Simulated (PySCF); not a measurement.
Computed IR spectrum (relative IR intensity) of a molecule C₃H₆OSe. Coordinates come from a PBE0-D3(BJ)/def2-SVP optimisation. One conformer was computed; it need not be the lowest. Method: PBE0-D3(BJ)/def2-SVP (PySCF). Frequencies are harmonic and unscaled.

```csv
ν (cm⁻¹),relative intensity
684,18
1254,2.5
1262,3.3
1346,3.5
1461,2.7
1866,100
2905,15
3055,3.8
```

Task: Which structure fits?
A) CC[Se]C=O
B) C[C@@H]1OC[Se]1
C) [SeH][C@H]1CCO1
D) O[C@H]1C[C@@H]1[SeH]

Result: A, CC[Se]C=O
